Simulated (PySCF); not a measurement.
CH4AlIO. Atoms are numbered in the order given.

```xyz
8

Al     0.0974    -1.3758     0.0000
I     -0.0469     1.1238     0.0000
C     -1.4937    -2.4948     0.0000
H     -2.1205    -2.2886     0.8920
H     -1.2196    -3.5687     0.0000
H     -2.1205    -2.2886    -0.8920
O      1.6455    -2.1179     0.0000
H      2.4767    -1.6168     0.0000
```
Charge 0, spin multiplicity 1.

Geometry: PBE-D3(BJ)/def2-SVP. The structure was generated by enumeration; whether it is a known compound was not checked. The def2 effective core potentials stand for the cores of I; spin–orbit coupling is left out. Other conformers were not sampled.

The numbers are results of PBE-D3(BJ)/def2-SVP run with PySCF, not measurements.

Frequencies are harmonic and unscaled.

```csv
mode,ν (cm⁻¹),IR (km/mol),Raman (Å⁴/amu),depolarisation,moving atoms (share of kinetic energy)
1,38,0.2,0.0,–,H 98 %
2,127,3.3,4.0,0.67,"C 38 %, H 24 %, Al 19 %, O 11 %"
3,170,7.9,4.7,0.45,"O 55 %, H 17 %, I 14 %, C 10 %"
4,182,7.7,0.3,0.75,"Al 62 %, H 18 %, O 13 %"
5,313,32.6,10.4,0.14,"Al 51 %, I 16 %, C 13 %, O 11 %, H 9 %"
6,387,126.4,1.5,0.75,"H 89 %, O 11 %"
7,584,140.0,1.3,0.64,"H 79 %, O 14 %"
8,628,38.9,12.7,0.08,"C 38 %, H 25 %, Al 25 %, O 12 %"
9,647,24.9,1.0,0.75,"H 77 %, C 18 %"
10,690,204.0,1.9,0.28,"H 65 %, C 20 %, Al 13 %"
11,860,75.2,4.3,0.31,"O 44 %, Al 44 %, H 10 %"
12,1160,14.5,7.5,0.14,"H 79 %, C 21 %"
13,1372,4.2,9.1,0.75,H 95 %
14,1374,1.4,10.4,0.75,H 96 %
15,2975,0.8,143.8,0.00,H 97 %
16,3072,0.7,77.7,0.75,"H 91 %, C 9 %"
17,3088,1.4,125.0,0.70,"H 91 %, C 9 %"
18,3806,82.5,119.8,0.28,H 94 %
```
